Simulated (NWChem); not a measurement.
C2H4GeO2; SMILES C1(=O)[O][GeH2][CH2]1

```xyz
9

O      0.0836     2.5656     0.0000
C      0.0163     1.3671     0.0000
C     -1.2410     0.4629     0.0000
Ge     0.0355    -1.0358     0.0000
O      1.0865     0.5176     0.0000
H     -1.8562     0.5975    -0.8922
H     -1.8562     0.5975     0.8922
H      0.2820    -1.8478    -1.2872
H      0.2820    -1.8478     1.2872
```
Atoms are numbered in this order, from 1.

Results from NWChem. All runs use the structure optimised with B3LYP/6-31G* (spherical d). Hybrids' shares of exact exchange are those that their runs print; pure functionals count as 0. The functionals differ in more than this share.

| row | share of exact exchange | orbital gap (eV) |
|---|---|---|
| PBE/def2-SVP | 0.00 | 4.64 |
| LDA (Slater exchange, VWN5)/def2-SVP | 0.00 | 4.60 |
| TPSSh/def2-SVP | 0.10 | 5.78 |
| B3LYP/def2-SVP | 0.20 | 6.47 |
| Hartree-Fock/def2-SVP | 1.00 | withheld |

Q: Fit a straight line of the last column on the one before it, predict the withheld value, and compare with the run.

A: 
1. Means of the 4 shown rows: x = 0.075, y = 5.372. Slope Σ(x − x̄)(y − ȳ)/Σ(x − x̄)² = 0.2603/0.02750 = 9.464; intercept 4.663.
2. The shown rows scatter about the line by 0.101 (root mean square); the largest residual is +0.17, at TPSSh/def2-SVP.
3. At x = 1.00 (Hartree-Fock/def2-SVP; beyond the shown range) the line gives 14.13.
4. The run gives 13.93, -0.20 from the line, 2.0 times the scatter.
